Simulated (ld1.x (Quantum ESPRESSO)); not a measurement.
Varying the PAW potential for indium (In)

Base potential:

indium (In), PAW, made with ld1.x (Quantum ESPRESSO) 7.5 (PBE, scalar-relativistic). Core [Kr], reference 4d10 5s2 5p1. Waves: 5s (bound): rcut 1.70, rcutus 2.00 bohr; 5s channel at 0.25 Ry: rcut 1.70, rcutus 2.00 bohr; 5p (bound): rcut 3.00, rcutus 3.20 bohr; 5p channel at 0.45 Ry: rcut 3.00, rcutus 3.20 bohr; 4d (bound): rcut 1.15, rcutus 1.50 bohr; 4d channel at -0.9 Ry: rcut 1.15, rcutus 1.50 bohr. Local part: all-electron potential smoothed inside 1.55 bohr (lloc = -1). Core correction: Bessel-smoothed model core, default radius (core density twice the valence density). Augmentation charge: BESSEL, radius 0.80 bohr.

All-electron outer shells of the reference configuration (PBE, scalar-relativistic, ld1.x):

| shell | level (eV) | outermost node (bohr) | outermost maximum (bohr) |
| --- | --- | --- | --- |
| 4s | -119.66 | 0.41 | 0.77 |
| 4p | -78.13 | 0.42 | 0.82 |
| 4d | -18.62 | 0.40 | 0.94 |
| 5s | -8.21 | 1.02 | 2.16 |
| 5p | -2.52 | 1.14 | 2.85 |

Cutoffs, loose and tight: the cutoffs (Ry, on a coarse ladder) from which the occupation-weighted sum of valence levels, in a spherical-Bessel basis at the reference potential, stays within 10 and 1 mRy of its value at 400 Ry. They do not see the model core or the augmentation charge, which bear on the density cutoff. Test errors are all-electron minus pseudo excitation energies from the reference, over the configurations 4d10 5s2 5p0; 4d10 5s1 5p0; 4d10 5s0 5p0; 4d10 5s1 5p1; 4d10 5s2 5p0.5; 4d10 5s0 5p3; 4d10 5s2 5p1.3. A dash means not determined; rows that change the core or the reference have their own tests.

A true bound ghost makes a file unfit for plane-wave use even where its test errors are small: the radial tests pick states by their node count and pass the ghost by.

```tsv
change	outcome	cutoff, loose	cutoff, tight	bound ghosts	largest test error (meV)
base	generated	60 Ry	90 Ry	s	+129
local potential all-electron potential smoothed inside 1.34 bohr (lloc = -1)	generated	60 Ry	90 Ry	s, p	+48
local potential all-electron potential smoothed inside 2.32 bohr (lloc = -1)	generated	60 Ry	90 Ry	none	-11
local potential all-electron potential smoothed inside 2.96 bohr (lloc = -1)	generated	60 Ry	90 Ry	none	-13
local potential all-electron potential smoothed inside 3.32 bohr (lloc = -1)	generated	60 Ry	90 Ry	none	-15
local potential all-electron potential smoothed inside 3.66 bohr (lloc = -1)	generated	60 Ry	90 Ry	none	-17
```

**Question.** What comes out with this change to the base: local potential all-electron potential smoothed inside 1.66 bohr (lloc = -1)?

**Answer.** outcome: generated; cutoff, loose: 60 Ry; cutoff, tight: 90 Ry; bound ghosts: s; largest test error (meV): +227.

**Question.** What comes out with this change to the base: local potential all-electron potential smoothed inside 2.74 bohr (lloc = -1)?

**Answer.** outcome: generated; cutoff, loose: 60 Ry; cutoff, tight: 90 Ry; bound ghosts: s; largest test error (meV): -13.

**Question.** What comes out with this change to the base: local potential all-electron potential smoothed inside 2.06 bohr (lloc = -1)?

**Answer.** outcome: generated; cutoff, loose: 60 Ry; cutoff, tight: 90 Ry; bound ghosts: none; largest test error (meV): +17.

Reading the sweep of the rcloc (base included, trends over the rows without a ghost): The loose cutoff stays near 60 Ry. The median size of the test errors (rows with all tests solved) is not monotonic: lowest 0.3 meV at 2.96 bohr, highest 3.4 meV at 2.06 bohr. Bound ghosts are found at 1.34, 1.55, 1.66, 2.74 bohr.
